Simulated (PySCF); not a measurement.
Compound: C4H5F3O4S.
SMILES with atom numbers: `[CH3:1][C@@H:2]1[O:3][S@@:4](=[O:5])[O:6][C@@H:7]1[O:8][C:9]([F:10])([F:11])[F:12]`

NICS = −σ at a ghost point: NICS(0) at the centroid of the ring atoms, NICS(1) 1 Å to either side along the normal of their mean plane, zz for the tensor component along that normal. Level: GIAO PBE0/pcSseg-1 (PySCF, non-relativistic, gas phase) on the GFN2-xTB geometry, one conformer.

Ring bond lengths (Å), with Mayer bond orders in brackets: C2–O3 1.402 (0.83), O3–S4 1.669 (0.87), S4–O6 1.725 (0.76), O6–C7 1.357 (1.02), C7–C2 1.549 (0.99).

Question: Give the NICS values of each ring in ppm.

Answer: 
```
          ring                                                     type  NICS(0)  NICS(1), two faces  NICS(1)zz, two faces  rms pucker (Å)  centre to ring atoms, mean (Å)
C2–O3–S4–O6–C7  5-membered ring with 2 O and S; formal bonds all single     -8.5         -3.8 / -2.7           -5.8 / -6.0            0.14                            1.29
```

Question: What do they say, and how far can they be read as aromaticity?

Answer: 
- C2–O3–S4–O6–C7: mean NICS(1)zz -5.9 ppm, shielded. C2, C7 have four or more neighbours, so the value isn't read as a sign of a π ring current. NICS(0) lies 5 ppm below the mean NICS(1).

Question: At the second NICS(1) probe listed for ring C2–O3–S4–O6–C7, 1 Å off the ring, what do the in-plane components average?

Answer: The isotropic value is a third of the trace: (3 × -2.7 − (-6.0))/2 = -1.1 ppm.

Question: List the ring angles and the Hirshfeld charges of the ring atoms.

Answer: 
- C2–O3–S4–O6–C7: C2 104.8° (+0.037 e), O3 115.9° (-0.167 e), S4 90.1° (+0.472 e), O6 110.4° (-0.174 e), C7 107.3° (+0.098 e); sum 528.4° against 540° for a flat convex ring.

Question: What are the shieldings of the ring atoms and their hydrogens in the same run (means over atoms taken as equivalent)?

Answer: 
| atoms | environment | σ isotropic (ppm) |
| --- | --- | --- |
| C2 | sp3 carbon bound to oxygen | 103.9 |
| O3 | oxygen bonded to C and S | 134.9 |
| S4 | sulfinyl sulfur | -82.7 |
| O6 | oxygen bonded to C and S | 78.6 |
| C7 | sp3 carbon bearing two oxygens | 82.5 |
| H on C2 | methine hydrogen | 26.65 |
| H on C7 | methine hydrogen | 25.54 |

Shape of the structure used: `[CH3:1][C@@H:2]1[O:3][S@@:4](=[O:5])[O:6][C@@H:7]1[O:8][C:9]([F:10])([F:11])[F:12]`: O6–C7–O8–C9 61°, C7–O8–C9–F10 -74°.
